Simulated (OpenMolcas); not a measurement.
Ru5+: moving or changing the point charges

Ru5+ among 6 point charges of -1.7 e arranged as an octahedron (Oh), 1.85 Å from the ion.

| Item | Value |
| --- | --- |
| Program | OpenMolcas |
| Method | CASSCF |
| Basis | ANO-RCC-VDZP [6s5p3d1f] |
| Scalar Hamiltonian | DKH2, point nucleus |
| Active space | 3 electrons in 5 orbitals (4d) |
| State averaging | 2S+1 = 4 even, 10 roots; 2S+1 = 2 even, 40 roots |
| Spin-orbit coupling | state interaction with AMFI integrals over the reference wave functions |

Runs around this geometry, states (labels of O, the rotations of Oh). Energies in cm-1 above the lowest state or level, χT in cm3 K/mol; 10Dq and B are least-squares fits to the states below 45000 cm-1, weighted by degeneracy, with a free offset, and given where the rms deviation is under 5 % of |10Dq| (or 100 cm-1) and under 700 cm-1.

```csv
R (Å),q (e),Ground state,First state of that spin,10Dq,B (rms of fit),First gap with spin-orbit (degeneracies),χT at 300 K,First state of another spin
1.85,-1.1,4A2,4T2 5163,5310,993 (58),"4977 (4, 4)",0.829,2E 18281
1.73,-1.7,4A2,4T2 10969,11251,989 (131),"10665 (4, 4)",1.296,2E 18592
1.85,-1.7,4A2,4T2 7942,8176,988 (91),"7720 (4, 4)",1.112,2E 18490
```

Taking |10Dq| as R^-n, n = -ln(8176 / 11251) / ln(1.85 / 1.73) = 4.8 between the shortest and longest distance. The point-charge formula for a cubic d site gives n = 5.

Scaling the charges by -1.1 / -1.7 = 0.65 scales |10Dq| by 5310 / 8176 = 0.65; with fixed orbitals a first-order splitting would follow the charge.

Without dynamic correlation the repulsion within the d shell is too large (B by tens of per cent), so at a given field states of lower spin stand too high. This field is weak: 10Dq is about 5310 cm-1, while octahedral complexes of 4d ions of charge 3 and more, computed by the same method with explicit ligands, had a median near 25000 cm-1. Ground spin and moment need not be those of a real site (figures for R = 1.85, q = -1.1; the like holds for R = 1.73, q = -1.7, R = 1.85, q = -1.7). This is an electrostatic model: the charges have no orbitals. No measured value stands beside these numbers.
